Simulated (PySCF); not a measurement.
## How methods differ on the ionisation energy of Br⁺

Br⁺ [Ar] 3d10 4s2 4p4 (3P) → Br²⁺ [Ar] 3d10 4s2 4p3 (4S), as a difference of total energies. Calculation: PySCF 2.14, in cc-pVDZ-DK (5s4p2d, 27 functions); the spin-free X2C one-electron Hamiltonian (Gaussian nucleus). Correlated levels: valence: [Ar] 3d10 frozen. The calculations carry no spin-orbit coupling.

```csv
method,ionisation energy (eV)
UHF,20.232
PBE,21.377
B3LYP,21.584
MP2 (valence),20.656
SCS-MP2 (valence),20.666
CCSD (valence),20.678
CCSD(T) (valence),20.684
```

Errors of the correlated levels include the incompleteness of this basis and the frozen core.

Task: Which method comes closest to the reference value, and which is furthest?

Result: The reference is 21.409 eV (measured; NIST levels, between the centres of gravity of the two terms). Closest: PBE (error -0.032 eV); furthest: UHF (error -1.177 eV).
